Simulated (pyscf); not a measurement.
**HO–V(Cl)(Cl)(Cl)–Cl (SMILES [OH][V]([Cl])([Cl])([Cl])[Cl]), singlet**

Gas-phase minimum from PySCF at ωB97X-D3(BJ)/def2-SVP, one conformer. 

```xyz
7

O     -0.3909    -2.6649    -1.2536
V     -0.6041    -1.0374    -0.7788
Cl     0.7992    -0.2025    -2.1231
Cl    -0.7024     0.7498     0.4596
Cl    -0.0600    -1.9722     1.2206
Cl    -2.5848    -0.8290    -1.4898
H     -0.1450    -3.4055    -0.6721
```

Bonded distances (Å): O1–V2 1.709, O1–H7 0.973, V2–Cl3 2.115, V2–Cl4 2.177, V2–Cl5 2.273, V2–Cl6 2.115. Angles (°): V2–O1–H7 126.2, O1–V2–Cl3 96.7, O1–V2–Cl4 161.1, O1–V2–Cl5 79.8, O1–V2–Cl6 96.7, Cl3–V2–Cl4 93.9, Cl3–V2–Cl5 124.2, Cl3–V2–Cl6 111.6, Cl4–V2–Cl5 81.3, Cl4–V2–Cl6 93.9, Cl5–V2–Cl6 124.1.

Properties at ωB97X-D3(BJ)/def2-SVP:

```json
{
 "harmonic_wavenumbers_unscaled": "47, 109, 175, 206, 230, 237, 300, 364, 425, 441, 462, 566, 700, 828, 3779 cm⁻¹",
 "zero_point_energy": "12.7 kcal/mol",
 "rotational_symmetry_number": "1",
 "Entropy of this conformer at 298 K and 1 atm, rigid rotor and harmonic oscillator, modes under 100 cm⁻¹ raised to 100": "388.1 J/(mol K)",
 "dipole_moment": "2.17 D"
}
```

Single-point totals, which compare only within one level:

| level | total energy (hartree) |
|---|---|
| ωB97X-D3(BJ)/def2-TZVP | -2860.87427 |
| PBE/def2-TZVP | -2859.89294 |
| r²SCAN/def2-TZVP | -2860.74905 |
| B3LYP-D3(BJ)/def2-TZVP | -2860.98787 |
| PBE0-D3(BJ)/def2-TZVP | -2859.99878 |
| M06-2X/def2-TZVP | -2860.69575 |
| ωB97M-D3(BJ)/def2-TZVP | -2861.10327 |

The lowest mode is so soft that the shape along it may change with the basis. Soft torsions are taken as harmonic, which can shift the entropy by several J/(mol K).
